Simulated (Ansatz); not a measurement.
# Ligand exchange: GaH2F + SiH2(SiH3)F → GaH3 + SiH(SiH3)F2

Species: GaH2F `[F][GaH2]`, singlet; SiH2(SiH3)F, singlet; GaH3 `[GaH3]`, singlet; SiH(SiH3)F2, singlet. The partners trade F for H: Ga–F and Si–H bonds give way to Ga–H and Si–F.

Shapes, held fixed at every level: PBE0-D4/def2-TZVP. Programs: Ansatz 0.2.0. The zero-point and thermal change to 298 K, harmonic and unscaled (PBE0-D4/def2-TZVP), is -2.2 kJ/mol.

```json
{"level": "HF/def2-TZVPP", "kind": "Hartree–Fock", "ΔH(298 K) (kJ/mol)": "-51.0", "less CCSD(T)/def2-TZVPP": "-4.9"}
{"level": "SPW92/def2-TZVPP", "kind": "LDA", "ΔH(298 K) (kJ/mol)": "-48.2", "less CCSD(T)/def2-TZVPP": "-2.1"}
{"level": "PBE-D4/def2-TZVPP", "kind": "GGA", "ΔH(298 K) (kJ/mol)": "-40.2", "less CCSD(T)/def2-TZVPP": "+5.9"}
{"level": "B3LYP-D4/def2-TZVPP", "kind": "global hybrid", "ΔH(298 K) (kJ/mol)": "-45.6", "less CCSD(T)/def2-TZVPP": "+0.5"}
{"level": "wB97M-V/def2-TZVPP", "kind": "range-separated hybrid", "ΔH(298 K) (kJ/mol)": "-49.3", "less CCSD(T)/def2-TZVPP": "-3.2"}
{"level": "MP2/def2-SVP", "kind": "perturbation theory", "ΔH(298 K) (kJ/mol)": "-24.6", "less CCSD(T)/def2-TZVPP": "+21.5"}
{"level": "CCSD/def2-TZVPP", "kind": "coupled cluster or CI", "ΔH(298 K) (kJ/mol)": "-47.5", "less CCSD(T)/def2-TZVPP": "-1.4"}
{"level": "CCSD(T)/def2-TZVPP", "kind": "coupled cluster or CI", "ΔH(298 K) (kJ/mol)": "-46.1", "less CCSD(T)/def2-TZVPP": "0.0"}
```

The highest level, CCSD(T)/def2-TZVPP, gives ΔH(298 K) = -46.1 kJ/mol; the levels span -51.0 to -24.6. The column of differences is taken from that level and isn't an error. No measured value is set beside it here. Relativity is left out for Ga. Outer-core shells of Ga are correlated, in sets that cover them unevenly.
